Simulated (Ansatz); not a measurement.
Reaction (ligand exchange at a B–Se bond): `FB(Cl)[SeH]` + `N=C=O` → `O=C=NB(F)Cl` + H₂Se

Gas-phase electronic energies from Ansatz, PBE0-D4/def2-TZVP geometries. CBS: MP2 limit from def2 TZ/QZ plus the TZ coupled-cluster correction, frozen cores. This one scheme is used for every species. For Se outer-core shells are correlated without core-valence functions, which leaves a few kJ/mol of doubt a bond. Scalar relativity is left out up to krypton. One conformer a species, not always the lowest.

`FB(Cl)[SeH]`:

Cartesian coordinates in Å:
```
F -1.366 0.854 0.944
B -0.316 0.417 0.279
Cl 0.976 1.539 -0.080
Se -0.301 -1.447 -0.244
H 1.007 -1.363 -0.899
```

`N=C=O`:

Cartesian coordinates in Å:
```
N -0.647 0.005 -0.410
C 0.365 0.263 0.199
O 1.311 0.646 0.751
H -1.029 -0.915 -0.540
```

`O=C=NB(F)Cl`:

Cartesian coordinates in Å:
```
O 2.564 -0.284 0.376
C 1.484 0.019 0.094
N 0.397 0.407 -0.246
B -0.987 0.141 -0.166
F -1.829 0.948 -0.770
Cl -1.630 -1.231 0.712
```

H₂Se:

Cartesian coordinates in Å:
```
Se 0.210 -0.320 -0.567
H -0.035 -0.739 0.817
H -0.175 1.059 -0.250
```

```json
{"species": "`FB(Cl)[SeH]`", "CCSD(T)/CBS(def2) energy (Eh)": "-2985.79275"}
{"species": "`N=C=O`", "CCSD(T)/CBS(def2) energy (Eh)": "-168.51995"}
{"species": "`O=C=NB(F)Cl`", "CCSD(T)/CBS(def2) energy (Eh)": "-752.42964"}
{"species": "H₂Se", "CCSD(T)/CBS(def2) energy (Eh)": "-2401.89790"}
```

Q: Work out ΔE.

A: ΔE = (-752.42964) + (-2401.89790) − (-2985.79275) − (-168.51995) = -0.01484 Eh = -9.3 kcal/mol.

Largest T1 diagnostic among the species: 0.018.

In def2-TZVPP, CCSD(T) changes the Hartree–Fock value by +4.9 kcal/mol (the triples alone add +0.8 kcal/mol) and MP2 by +5.5 kcal/mol. From PBE to PBE0 (25 % exact exchange), in def2-TZVPP and without D4, ΔE moves by −1.1 kcal/mol.
